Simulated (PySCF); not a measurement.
Pivaloyl chloride, C5H9ClO.
InChI=1S/C5H9ClO/c1-5(2,3)4(6)7/h1-3H3

A linear-response calculation (PySCF, def2-SVPD basis, gas phase, vertical, core orbitals frozen in the response) gave these numbers; the functional is withheld.

Orbital energies (eV): HOMO-3 -11.40, HOMO-2 -10.65, HOMO-1 -10.55, HOMO -9.81, LUMO 0.13, LUMO+1 1.06, LUMO+2 1.42.

```tsv
state	E (eV)	f	main configurations (H = HOMO, L = LUMO)
S1	5.13	0.0004	H→L (96%)
S2	6.70	0.0000	H-1→L (98%)
S3	7.01	0.0030	H-2→L (75%), H→L+2 (14%)
S4	7.81	0.043	H-1→L+2 (37%), H-1→L+1 (14%), H→L+1 (11%)
S5	7.93	0.0046	H-2→L+2 (50%), H-2→L+1 (20%), H-3→L (15%)
S6	7.95	0.0010	H-3→L (81%), H-2→L+2 (9%)
```

Triplets (Tamm–Dancoff): T1 4.61 eV, H→L (94%); T2 5.95 eV, H-2→L (72%), H-7→L (9%); T3 6.54 eV, H-1→L (96%); T4 6.84 eV, H→L+2 (50%), H→L+1 (18%), H→L+7 (9%).

Vertical ionisation energy by ΔSCF with the same functional: 10.63 eV. Mean static polarisability: 77.7 au.

Question: Name the functional.
A. B3LYP
B. CAM-B3LYP
C. HF
D. PBE

Answer: B. CAM-B3LYP is range-separated, 19% exact exchange at short range and 65% at long range (ω = 0.33 bohr⁻¹). In this run −ε(HOMO) = 9.81 eV differs from the ΔSCF value by -0.82 eV, and S1 differs from the orbital gap of 9.93 eV by -4.80 eV. The ratio −ε(HOMO)/IP is 0.92. Usual ranges for neutral molecules in this basis: 0.85 to 0.93 with CAM-B3LYP, 0.5 to 0.7 with PBE, 0.67 to 0.83 with B3LYP; with Hartree–Fock the ratio is 1 or more (Koopmans' value less the relaxation energy is the ΔSCF value).

Computed with TDDFT CAM-B3LYP/def2-SVPD, vertical, gas phase, core orbitals frozen in the response in PySCF. Geometry: PBE0-D3(BJ)/def2-SVP; no solvent, vibrations or thermal averaging.

Hardware: one thread of an Arm Neoverse V2, no GPU, shared host. Cost: 3.9 min of wall time, 1.3 GiB resident at most.

The values belong to the conformer `[CH3:1][C:2]([CH3:3])([CH3:4])[C:5](=[O:6])[Cl:7]`: C1–C2–C5–O6 2°.
